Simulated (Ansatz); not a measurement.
Program: Ansatz. Geometries: PBE0-D4/def2-TZVP. ΔE: electronic, gas phase. CCSD(T)/CBS is the MP2 limit (def2-TZVPP, def2-QZVPP) plus CCSD(T) − MP2 in def2-TZVPP, frozen cores. This one scheme is used for every species. Functionals use def2-TZVPP. For Ga outer-core shells are correlated without core-valence functions, which leaves a few kJ/mol of doubt a bond. Scalar relativity is left out up to krypton. One conformer a species, not always the lowest.

Reaction (formal exchange of groups at a Ga–C bond): `[CH3][Ga]([CH3])[NH2]` + `CF` → `[CH3][Ga]([NH2])[CH2]F` + CH₄

`[CH3][Ga]([CH3])[NH2]`:

Cartesian coordinates in Å:
```
C 0.677 -1.498 0.968
Ga -0.017 -0.025 -0.134
C -0.495 1.773 0.504
N -0.238 -0.357 -1.914
H 0.855 -2.397 0.376
H 1.617 -1.211 1.446
H -0.026 -1.746 1.766
H 0.366 2.256 0.974
H -0.844 2.411 -0.310
H -1.283 1.715 1.258
H -0.028 -1.236 -2.356
H -0.583 0.316 -2.577
```

`CF`:

Cartesian coordinates in Å:
```
C -0.001 0.061 -0.001
F 0.031 -1.315 0.014
H 0.809 0.431 -0.633
H 0.125 0.432 1.019
H -0.963 0.391 -0.399
```

`[CH3][Ga]([NH2])[CH2]F`:

```xyz
12

C    -1.599   -1.047    0.058
Ga   -0.064    0.168   -0.012
N    -0.343    1.964   -0.130
C     1.846   -0.398    0.038
F     1.948   -1.788    0.129
H    -2.545   -0.507    0.005
H    -1.579   -1.628    0.983
H    -1.555   -1.758   -0.770
H    -1.255    2.386   -0.164
H     0.384    2.658   -0.170
H     2.386   -0.083   -0.862
H     2.375    0.032    0.896
```

CH₄:

Z-matrix (Å, degrees):
```
C
H 1 1.090
H 1 1.090 2 109.5
H 1 1.090 2 109.5 3 -120.0
H 1 1.090 2 109.5 3 120.0
```

```
                 species  PBE energy (Eh)
 `[CH3][Ga]([CH3])[NH2]`      -2060.24132
                    `CF`       -139.64757
`[CH3][Ga]([NH2])[CH2]F`      -2159.42147
                     CH₄        -40.46430
```

(1) Work out ΔE.

Largest T1 diagnostic among the species: 0.012.

## Answers

(1) ΔE = (-2159.42147) + (-40.46430) − (-2060.24132) − (-139.64757) = 0.00312 Eh = +0.08 eV. CCSD(T)/CBS gives +0.15 eV.

From PBE to PBE0 (25 % exact exchange), in def2-TZVPP and without D4, ΔE moves by +0.04 eV.
